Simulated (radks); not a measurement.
Species: the ytterbium ion Yb0.2+. Configuration: [Xe] 4f14 6s1.8 (fractional occupations, a model configuration). Calculated with a radial shooting solver on a logarithmic mesh with Libxc functionals: scalar-relativistic Kohn-Sham, PBEsol, spin-unpolarised, spherical densities, finite nucleus; Fermi nuclear charge, rms radius 5.3108 fm. Some entries of the table are withheld. Estimate them.

| orbital | occ. | eigenvalue (hartree) | <1/r> (bohr^-1) |
|---|---|---|---|
| 1s | 2 | -2249.231 | 80.59 |
| 2s | 2 | -381.1462 | 18.79 |
| 2p | 6 | -336.0273 | 17.26 |
| 3s | 2 | -85.93710 | 6.942 |
| 3p | 6 | -72.33137 | (1) |
| 3d | 10 | (2) | 6.122 |
| 4s | 2 | (3) | 2.935 |
| 4p | 6 | -12.46399 | 2.678 |
| 4d | 10 | -6.58004 | 2.367 |
| 5s | 2 | -2.06580 | 1.098 |
| 5p | 6 | -1.05551 | 0.9003 |
| 6s | 1.8 | -0.18186 | (4) |
| 4f | 14 | -0.15839 | 1.730 |

Answer. 
(1) 3p <1/r> (bohr^-1): 6.464
(2) 3d eigenvalue (hartree): -55.74065
(3) 4s eigenvalue (hartree): -16.93164
(4) 6s <1/r> (bohr^-1): 0.3273
